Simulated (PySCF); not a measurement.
Bonds: Al1-F2 1.643 Å, Al1-F3 1.644 Å, Al1-F4 1.814 Å, Al1-F8 1.814 Å, F4-Al5 1.815 Å, Al5-F6 1.643 Å, Al5-F7 1.643 Å, Al5-F8 1.815 Å.

Geometry: PBE0-D3(BJ)/def2-SVP; GIAO shifts from PySCF 2.14.0 with density-fitted response routines, gas phase, non-relativistic, averaged over equivalent atoms.

At B3LYP/pcSseg-1 (pcSseg-2 on Al) (188 basis functions, 23 s wall time on 1 thread of an Intel Xeon Platinum 8259CL, shared host):
```tsv
atoms	δ (ppm)
Al1/Al5	53.5
F4/F8	-186.9
F2/F3/F6/F7	-205.0
```

References, each an isolated molecule treated in the same way: [Al(H2O)6]3+ for $^{27}$Al (σ = 571.15 ppm); $^{19}$F (σ = 171.94 ppm) vs CFCl3.

Task: Predict the values at PBE0/pcSseg-1 (pcSseg-2 on Al) on the same geometry.

Result: 
```json
{"atoms": "Al1/Al5", "δ at PBE0/pcSseg-1 (pcSseg-2 on Al)": "53.0", "change": "-0.5"}
{"atoms": "F4/F8", "δ at PBE0/pcSseg-1 (pcSseg-2 on Al)": "-182.5", "change": "+4.4"}
{"atoms": "F2/F3/F6/F7", "δ at PBE0/pcSseg-1 (pcSseg-2 on Al)": "-202.9", "change": "+2.1"}
```

δ = σ(ref) − σ, references computed at the same level: [Al(H2O)6]3+ for $^{27}$Al (σ = 576.18 ppm); CFCl3 for $^{19}$F (σ = 177.25 ppm).

The largest change is at F4/F8 (fluorine bonded to 2 Al). Cost: 188 basis functions, 36 s wall time on 1 thread of an Intel Xeon Platinum 8259CL, shared host.

Unscaled 19F shifts against computed CFCl3 carry errors that often reach 10 to 50 ppm.
